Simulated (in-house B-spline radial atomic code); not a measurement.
A calculation on the cadmium ion Cd⁺: its settings, and results tabulated from the run. Computed with a radial B-spline atomic code at the basis-set limit: scalar-relativistic (X2C) M06-L, spin-polarised, spherical fractional occupations, Fermi nucleus of rms radius 4.6087 fm.

Command:
```bash
python run_scf.py task.json out
```
Settings (nuclear radius in fm, mass in u):
```
Z                48
configuration    [Kr] 4d10 5s1
hamiltonian      x2c
method           m06l
spin_polarised   True
nucleus          fermi
rms_radius       4.6087
atomic_mass      113.90336
speed_of_light   137.035999084
```

Output (hartree, bohr):
```
 radial grid: 81 intervals, B-splines of order 8, outer radius 60 bohr

 iter        energy (Eh)    residual
    1       -5593.597460    1.69e-01
    2       -5593.626048    6.41e-03
    3       -5593.626853    4.12e-03
    4       -5593.627108    3.06e-03
    5       -5593.627197    2.68e-03
    6       -5593.627232    2.36e-03
    7       -5593.627248    2.09e-03
    8       -5593.627258    1.85e-03
    9       -5593.627264    1.64e-03
   10       -5593.627268    1.46e-03
   11       -5593.627271    1.30e-03
   12       -5593.627273    1.15e-03
   13       -5593.627275    1.02e-03
   14       -5593.627276    9.07e-04
   15       -5593.627277    8.04e-04
   16       -5593.627278    7.13e-04
   17       -5593.627280    3.05e-04
   18       -5593.627280    8.22e-05
   19       -5593.627280    6.30e-06
   20       -5593.627280    2.92e-06
   21       -5593.627280    4.17e-07

 total energy                     -5593.62728
 kinetic                            5865.7244
 electron-nucleus                 -13558.8953
 Hartree                            2255.3324
 exchange-correlation               -155.7888

 orbital      occ     eigenvalue          <r>       <r^2>       <1/r>       r_max
 1s up      1.000      -975.0606    0.0298418  0.00121515     52.7684     0.01904
 1s down    1.000      -975.0593    0.0298418  0.00121515     52.7684     0.01904
 2s up      1.000      -145.7162      0.13102   0.0203117     11.9565       0.111
 2s down    1.000      -145.7160      0.13102   0.0203116     11.9565       0.111
 2p up      3.000      -130.6596      0.11462   0.0160585     11.1565     0.08886
 2p down    3.000      -130.6590      0.11462   0.0160585     11.1564     0.08886
 3s up      1.000       -27.7101     0.356546    0.145531     4.17081      0.3234
 3s down    1.000       -27.7099     0.356542    0.145525     4.17076      0.3234
 3p up      3.000       -22.7041     0.355871    0.147098     3.89513       0.317
 3p down    3.000       -22.7035     0.355866    0.147091     3.89511       0.317
 3d up      5.000       -14.9008     0.334567    0.133142     3.64175      0.2669
 3d down    5.000       -14.9001      0.33456    0.133134     3.64177      0.2669
 4s up      1.000        -4.3385     0.882934    0.881712     1.57133      0.7998
 4s down    1.000        -4.3349     0.882853    0.881292      1.5711      0.7999
 4p up      3.000        -2.8681     0.962274       1.059     1.40685        0.85
 4p down    3.000        -2.8646     0.961473     1.05643     1.40731      0.8501
 4d up      5.000        -0.7643      1.27094     1.95527     1.05975      0.9811
 4d down    5.000        -0.7566      1.25914     1.91092     1.06643      0.9801
 5s up      1.000        -0.4776      2.60999     7.68575    0.484914       2.258
```


States collapsed into the nucleus by a negative tau potential were left out of the aufbau.

One-electron X2C: radii and densities carry no picture-change correction, so inner-shell <1/r> comes out high (for 1s by about 2 % at Z = 33, 5 % at 54, 10 % at 75, 30 % at 118) and <r> low.
